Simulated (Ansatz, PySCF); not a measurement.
Complex: HCl (SMILES Cl) (first 2 atoms) with Cl2 (SMILES ClCl); geometry from B3LYP-D3(BJ)/def2-TZVP.
(charge 0, multiplicity 1):
| atom | x (Å) | y (Å) | z (Å) |
|---|---|---|---|
| Cl | 0.4244 | -0.5667 | -0.3320 |
| H | 0.0109 | 0.6297 | -0.5413 |
| Cl | -0.1810 | 0.5621 | 4.7274 |
| Cl | 0.0851 | 0.0323 | 2.7940 |

Basis-set superposition error: the interaction energy with monomers in their own basis, and in the dimer's basis (counterpoise).

Run with Ansatz (Gaussian basis) for Hartree–Fock, density functionals and correlated methods; PySCF for 6-31G* rows. Values without a source in brackets are computed.

| level | uncorrected (kcal/mol) | counterpoise (kcal/mol) | difference |
|---|---|---|---|
| HF/aug-cc-pV(D+d)Z | 0.54 | 0.73 | 0.19 |
| HF/aug-cc-pV(T+d)Z | 0.82 | 0.88 | 0.06 |
| revPBE/def2-TZVPPD | -0.28 | -0.14 | 0.14 |
| B97M-V/def2-TZVPPD | -2.19 | -2.02 | 0.17 |
| CAM-B3LYP/def2-TZVPPD | -0.91 | -0.78 | 0.13 |
| wB97X-V/def2-TZVPPD | -1.38 | -1.26 | 0.12 |
| MP2/6-31G* | -0.76 | -0.06 | 0.69 |
| MP2/aug-cc-pV(T+d)Z | -1.94 | -1.63 | 0.31 |
| CCSD/aug-cc-pV(D+d)Z | -1.07 | -0.53 | 0.54 |
| CCSD/aug-cc-pV(T+d)Z | -1.08 | -0.80 | 0.28 |

The error is largest for MP2/6-31G* (0.69 kcal/mol) and smallest for HF/aug-cc-pV(T+d)Z (0.06 kcal/mol).

Ansatz is a program for electronic structure.
